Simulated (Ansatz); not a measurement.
Geometry optimisation, Ansatz 0.2.0, RKS PBE-D4/def2-SVP.

Input:

```yaml
crystal:
  periodic: [false, false, false]
  atoms:
    - { symbol: C, position_ang: [-0.19644, 1.13415, -0.99502] }
    - { symbol: "N", position_ang: [0.26601, 0.28343, -0.22103] }
    - { symbol: B, position_ang: [0.74735, -0.6424, 0.62123] }
    - { symbol: S, position_ang: [-0.37796, -1.76735, 1.49236] }
    - { symbol: H, position_ang: [-0.47101, 2.12986, -0.6496] }
    - { symbol: H, position_ang: [-0.34057, 0.9233, -2.05351] }
    - { symbol: H, position_ang: [1.89176, -0.75023, 0.81847] }
    - { symbol: H, position_ang: [-1.51912, -1.31076, 0.98709] }
basis:
  gaussian: { orbitals: def2-SVP }
hamiltonian:
  xc: pbe
  dispersion: d4
relax:
  f_tol: 0.02
  max_steps: 40
scf:
  lower_state_search: "off"
```

Launched with:

```bash
$ ansatz run input.yaml --threads 1 --pin off --max-ram 2048MiB --backend cpu --events-out ev --progress --plain --runs-dir out
```

Q: Where does it end, and by what steps?

A: The forces met the threshold. After 9 steps the energy has fallen by 0.115 eV; H8 moved furthest, 0.12 Å.

```
step  energy less start (eV)  largest force component (eV/Å)  accepted
   0                  0.0000                           1.192       yes
   1                 -0.0808                           0.554       yes
   2                 -0.0956                           0.551       yes
   3                 -0.1088                           0.244       yes
   4                 -0.1117                           0.169       yes
   5                 -0.1130                           0.153       yes
   6                 -0.1139                           0.119       yes
   7                 -0.1112                           0.051        no
   8                 -0.1146                           0.037       yes
   9                 -0.1146                           0.012       yes
```

```xyz
8
Properties=species:S:1:pos:R:3
C -0.184 1.173 -1.026
N 0.238 0.300 -0.229
B 0.708 -0.657 0.631
S -0.351 -1.832 1.543
H -0.448 2.203 -0.689
H -0.317 0.966 -2.114
H 1.905 -0.755 0.822
H -1.551 -1.399 1.062
```

Time of the run: 21 s on 1 thread of Intel(R) Xeon(R) Processor @ 2.70GHz, on a shared host, peak memory 0.14 GiB.
